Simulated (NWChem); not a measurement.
formate (CHO2 anion); SMILES O=C[O-]

B3LYP is NWChem's, with the RPA form of VWN correlation.

### Question
Give the equilibrium geometry at B3LYP/def2-SVPD (NWChem) as a list of bonds and angles, with the point group.

### Answer
point group C2v; any orientation.
Bond lengths (Å): O1–C2 1.253, C2–O3 1.253, C2–H4 1.145. Bond angles (°): O1–C2–O3 130.2, O1–C2–H4 114.9, O3–C2–H4 114.9.
